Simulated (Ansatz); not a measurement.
Several settings on one geometry of W5O21H12 (that of the charge 0 singlet, PBE-D4/def2-SVP). Ansatz on 2 threads of AMD EPYC 7R13 on a shared host and a share (18 GiB) of an NVIDIA H100 80GB HBM3; times are rough.

```xyz
38

W     0.9806   -0.1898    0.3447
W    -2.0514   -2.2295   -0.0084
W    -1.5759    2.5565    0.3047
W     3.1748   -3.1931   -0.0806
W     1.6225    3.2023   -0.1017
O    -2.7721   -0.7329    0.9246
O    -3.5279   -2.4451   -1.1630
O    -2.0169    4.3659   -0.1555
O    -2.3169    1.7323   -1.0552
O    -0.3891   -1.5018    0.6329
O     1.4807   -3.6693   -0.2294
O     3.8621   -3.2282    1.7052
O    -0.9227   -3.4122   -0.8892
O    -2.5674   -3.4478    1.3256
O    -1.6379   -0.7476   -1.7061
O     0.0068    3.4275    1.4532
O     2.0516    4.8346    0.8455
O     0.0911    2.9996   -1.0547
O    -0.5614    1.0344    0.8251
O    -2.8821    2.4499    1.6594
O     3.6099   -1.8343   -1.3217
O     4.0631   -4.5126   -0.7353
O     2.2399   -1.1890    1.0636
O     2.7974    3.4485   -1.3394
O     1.1446   -0.3714   -1.3899
O     2.0115    1.5092    0.5672
H    -2.1637   -0.0705    1.3316
H    -3.5925   -2.0423   -2.0501
H    -1.6640    4.8150   -0.9455
H    -1.9578    0.2031   -1.5388
H     4.5030   -3.9317    1.9219
H     0.0974   -3.5597   -0.6939
H    -2.2856   -4.3830    1.2903
H    -0.6806   -0.6577   -1.9488
H    -0.0905    4.3572    1.7389
H     2.8257    5.3155    0.4912
H    -3.8321    2.2617    1.5489
H     2.9257   -1.1637   -1.5675
```

Totals from different functionals, basis sets or treatments of relativity can't be compared as stabilities.

In the def2 sets W takes a core potential; there is no spin–orbit coupling.

The spins typed aren't always the lowest for that charge.

**Question.** Give the basis size and estimate the energy, ⟨S²⟩ and time of these runs.

| run | method | charge | state | further keys |
| --- | --- | --- | --- | --- |
| 1 | UKS rPW86-PBE-D3(BJ)-ATM/def2-SVP | 1 | doublet | fitting: {mean_field: def2-universal-jkfit}; accuracy: high |
| 2 | RKS revPBE/def2-mTZVPP | 0 | singlet | fitting: {mean_field: def2-universal-jkfit}; final_grid: {core_spheres: 8, valence_spheres: 7, degree: 23}; scf: {lower_state_search: off}; forces asked |
| 3 | RHF/def2-SVPD | 0 | singlet | fitting: {mean_field: def2-universal-jkfit}; scf: {omitted_lower_state_checks: [starts]} |

**Answer.** 
```tsv
run	functions	energy (Eh)	⟨S²⟩	wall time
1	514	-1925.6687	0.75	2.3 min
2	744	-1923.9546	–	13 s
3	754	-1910.5898	–	7.5 s
```
